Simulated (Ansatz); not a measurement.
Two members of one family (Series GeHX3), computed with Ansatz in the gas phase. Binding counts from free atoms in the multiplicity of their measured ground term, without zero-point energy. A dash marks a value that wasn't run or was left out as unsound. The structures are stationary points that may keep the symmetry of their start. Remarks come from the PBE and PBE0 runs and from stability tests at other levels; not every state was tested. HOMO above LUMO (over both spins in singlets and doublets, within one spin in higher multiplets; at PBE or PBE0), or a gap under 0.15 eV within one spin, warns that the state may not be the lowest or that an electron is smeared out.

First: GeH(OAc)3 (singlet, charge 0, PBE-D4/def2-SVP geometry).

```xyz
23

Ge   -0.1408   -0.3139   -0.5503
H    -0.4707   -1.0507   -1.8444
O     0.3164    1.4775   -0.6502
C     1.3300    1.6004   -1.5233
C     1.7898    3.0195   -1.7220
O     1.7992    0.6151   -2.0848
H     2.6550    3.0442   -2.4073
H     2.0574    3.4684   -0.7451
H     0.9582    3.6227   -2.1372
O     1.2761   -0.9284    0.4736
C     1.0742   -2.2323    0.7239
C     2.1688   -2.8715    1.5346
O     0.0732   -2.8059    0.3028
H     1.9215   -3.9269    1.7393
H     2.3047   -2.3160    2.4833
H     3.1270   -2.8041    0.9818
O    -1.4415   -0.2190    0.7639
C    -2.5519    0.2965    0.2115
C    -3.7091    0.4113    1.1683
O    -2.5723    0.6240   -0.9713
H    -4.5657    0.8958    0.6700
H    -3.4029    0.9917    2.0603
H    -3.9965   -0.5983    1.5226
```

| level | HOMO (eV) | LUMO (eV) | gap (eV) | vertical triplet (eV) | binding per atom (eV) |
| --- | --- | --- | --- | --- | --- |
| PBE-D4/def2-SVP | -6.43 | -1.12 | 5.31 | – | 4.73 |
| PBE-D4/def2-TZVP | -6.60 | -1.28 | 5.31 | 5.29 | 4.67 |
| r2SCAN-D4/def2-TZVP | -6.94 | -1.02 | 5.92 | 5.19 | 4.54 |
| PBE0-D4/def2-SVP | -8.17 | -0.04 | 8.13 | – | 4.58 |
| PBE0-D4/def2-TZVP | -8.25 | -0.15 | 8.09 | 5.27 | 4.52 |

Remarks: gap within one spin near zero at PBE or PBE0 (triplet).

Second: GeH(NMe2)3 (singlet, charge 0, PBE-D4/def2-SVP geometry).

```xyz
29

Ge   -0.686    0.161   -0.294
H    -2.088    0.256   -0.967
N     0.504   -0.216   -1.665
C     1.897   -0.460   -1.351
C     0.043   -0.861   -2.875
H     2.135   -1.545   -1.203
H     2.181    0.078   -0.425
H     2.562   -0.093   -2.168
H    -1.031   -0.643   -3.049
H     0.605   -0.489   -3.766
H     0.162   -1.975   -2.863
N    -0.877   -1.055    1.095
C     0.277   -1.412    1.894
C    -1.896   -2.080    1.027
H    -0.016   -1.620    2.950
H     1.006   -0.577    1.909
H     0.810   -2.325    1.521
H    -2.745   -1.746    0.395
H    -1.526   -3.052    0.608
H    -2.306   -2.303    2.040
N     0.048    1.642    0.527
C    -0.437    2.071    1.823
C     0.642    2.698   -0.266
H     0.401    2.432    2.467
H    -0.929    1.226    2.344
H    -1.177    2.910    1.755
H     0.929    2.309   -1.263
H    -0.048    3.567   -0.422
H     1.560    3.102    0.224
```

Task: Estimate how these quantities change from the first to the second (second minus first).

Result: 
```csv
level,Δ HOMO (eV),Δ LUMO (eV),Δ gap (eV),Δ vertical triplet (eV),Δ binding per atom (eV)
PBE-D4/def2-SVP,2.06,1.65,-0.41,–,-0.77
PBE-D4/def2-TZVP,2.09,1.31,-0.79,–,-0.75
r2SCAN-D4/def2-TZVP,2.22,1.60,-0.62,-0.30,-0.70
PBE0-D4/def2-SVP,2.49,1.42,-1.08,–,-0.68
PBE0-D4/def2-TZVP,2.47,0.97,-1.51,-0.07,-0.66
```

Remarks: gap within one spin near zero at PBE or PBE0 (triplet), HOMO above LUMO (triplet).
